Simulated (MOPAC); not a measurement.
MOPAC input (MNDO):

```
MNDO 1SCF GEO-OK AUX(PRECISION=9) THREADS=1
CH2BrF

F    -1.80859100 1    0.87204300 1   -0.12027200 1
C    -1.19277600 1   -0.32990100 1    0.05142100 1
Br    0.75235300 1   -0.11834100 1    0.01472200 1
H    -1.44634900 1   -0.73385800 1    1.02686500 1
H    -1.45201100 1   -0.99318100 1   -0.76823100 1
```

From the output:

```
                                                       MOPAC v23.2.5 Linux

          FINAL HEAT OF FORMATION =        -53.21555 KCAL/MOL =    -222.65387 KJ/MOL

          COSMO AREA              =         90.58 SQUARE ANGSTROMS
          COSMO VOLUME            =         73.78 CUBIC ANGSTROMS

          IONIZATION POTENTIAL    =         11.916587 EV
          HOMO LUMO ENERGIES (EV) =        -11.917 -0.337
          NO. OF FILLED LEVELS    =         10
          MOLECULAR WEIGHT        =        112.9292         POINT GROUP:  Cs

          MOLECULAR DIMENSIONS (Angstroms)

            Atom       Atom       Distance
           Br     3    F     1     2.74909
            H     4    H     5     1.81374
           Br     3    H     4     1.50275

          SCF CALCULATIONS        =          1

   ATOM   CHEMICAL          X               Y               Z
  NUMBER   SYMBOL      (ANGSTROMS)     (ANGSTROMS)     (ANGSTROMS)

     1       F         -1.80859100  *   0.87204300  *  -0.12027200  *
     2       C         -1.19277600  *  -0.32990100  *   0.05142100  *
     3      Br          0.75235300  *  -0.11834100  *   0.01472200  *
     4       H         -1.44634900  *  -0.73385800  *   1.02686500  *
     5       H         -1.45201100  *  -0.99318100  *  -0.76823100  *

                             CARTESIAN COORDINATES

   1    F       -1.808591000     0.872043000    -0.120272000
   2    C       -1.192776000    -0.329901000     0.051421000
   3   Br        0.752353000    -0.118341000     0.014722000
   4    H       -1.446349000    -0.733858000     1.026865000
   5    H       -1.452011000    -0.993181000    -0.768231000

           Empirical Formula: C H2 F Br  =     5 atoms

      MOLECULAR POINT GROUP   :   Cs

                  EIGENVALUES
 -46.67953 -28.53314 -25.26766 -18.21085 -18.16948 -17.45009 -14.27580 -13.32256
 -12.09328 -11.91659  -0.33724   2.81766   3.41619   4.00021

              NET ATOMIC CHARGES AND DIPOLE CONTRIBUTIONS

  ATOM NO.   TYPE          CHARGE      No. of ELECS.   s-Pop       p-Pop
    1          F          -0.219060        7.2191     1.89280     5.32626
    2          C           0.291608        3.7084     1.23315     2.47524
    3         Br          -0.156962        7.1570     1.99168     5.16528
    4          H           0.042207        0.9578     0.95779
    5          H           0.042207        0.9578     0.95779
 DIPOLE           X         Y         Z       TOTAL
 POINT-CHG.    -0.922    -1.641     0.240     1.897
 HYBRID        -0.060    -0.136     0.020     0.150
 SUM           -0.982    -1.776     0.260     2.046

          ATOMIC ORBITAL ELECTRON POPULATIONS

     Atom    s        px        py        pz
    1  F   1.89280   1.82820   1.52923   1.96882
    2  C   1.23315   0.76886   0.75688   0.94950
    3 Br   1.99168   1.18118   1.98834   1.99577
    4  H   0.95779
    5  H   0.95779

 **********************
 *                    *
 * JOB ENDED NORMALLY *
 *                    *
 **********************

 == MOPAC DONE ==
```

The geometry given is a B3LYP-D3(BJ)/def2-TZVP minimum.
